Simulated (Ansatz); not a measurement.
Geometry optimisation, RKS B3LYP-D4/STO-3G in Ansatz.

Input:

```yaml
crystal:
  periodic: [false, false, false]
  atoms:
    - { symbol: Si, position_ang: [0.0, 0.0, 0.0] }
    - { symbol: Si, position_ang: [0.0, 0.0, 2.22] }
    - { symbol: H, position_ang: [-1.3148, -0.4067, 2.7074] }
    - { symbol: H, position_ang: [1.0096, -0.9353, 2.7074] }
    - { symbol: H, position_ang: [0.3052, 1.342, 2.7074] }
    - { symbol: F, position_ang: [1.4994, 0.0, -0.5295] }
    - { symbol: F, position_ang: [-0.7489, 1.2974, -0.5295] }
    - { symbol: F, position_ang: [-0.7489, -1.2974, -0.5295] }
basis:
  gaussian: { orbitals: STO-3G }
hamiltonian:
  xc: b3lyp
  dispersion: d4
relax:
  f_tol: 0.02
  max_steps: 40
```

Run as:

```bash
$ ansatz run input.yaml --threads 1 --pin off --max-ram 2048MiB --backend cpu --events-out ev --progress --plain --runs-dir out
```

Where does it end, and by what steps?

The forces met the threshold. The force dipped under the threshold on the way, but the program's further checks kept it going. Limits of this set-up: minimal basis. After 11 steps the energy has fallen by 0.264 eV; H5 moved furthest, 0.20 Å.

```json
{"step": "0", "energy less start (eV)": "0.0000", "largest force component (eV/Å)": "1.815", "accepted": "yes"}
{"step": "1", "energy less start (eV)": "-0.1967", "largest force component (eV/Å)": "1.594", "accepted": "yes"}
{"step": "2", "energy less start (eV)": "-0.2485", "largest force component (eV/Å)": "0.487", "accepted": "yes"}
{"step": "3", "energy less start (eV)": "-0.2624", "largest force component (eV/Å)": "0.055", "accepted": "yes"}
{"step": "4", "energy less start (eV)": "-0.2628", "largest force component (eV/Å)": "0.010", "accepted": "yes"}
{"step": "5", "energy less start (eV)": "-0.2630", "largest force component (eV/Å)": "0.033", "accepted": "yes"}
{"step": "6", "energy less start (eV)": "-0.2631", "largest force component (eV/Å)": "0.101", "accepted": "yes"}
{"step": "7", "energy less start (eV)": "-0.2633", "largest force component (eV/Å)": "0.056", "accepted": "yes"}
{"step": "8", "energy less start (eV)": "-0.2634", "largest force component (eV/Å)": "0.017", "accepted": "yes"}
{"step": "9", "energy less start (eV)": "-0.2636", "largest force component (eV/Å)": "0.011", "accepted": "yes"}
{"step": "10", "energy less start (eV)": "-0.2635", "largest force component (eV/Å)": "0.046", "accepted": "no"}
{"step": "11", "energy less start (eV)": "-0.2637", "largest force component (eV/Å)": "0.014", "accepted": "yes"}
```

```xyz
8
Properties=species:S:1:pos:R:3
Si 0.000 0.000 0.002
Si 0.000 0.000 2.286
H -1.331 -0.231 2.799
H 0.866 -1.037 2.799
H 0.465 1.269 2.799
F 1.500 0.155 -0.644
F -0.884 1.221 -0.645
F -0.615 -1.376 -0.645
```

Whether the end is a true minimum wasn't checked by a vibrational analysis.

The run took 22 s on 1 thread of Intel(R) Xeon(R) Platinum 8375C CPU @ 2.90GHz (Ice Lake), with other jobs on the host, peak memory 0.12 GiB.
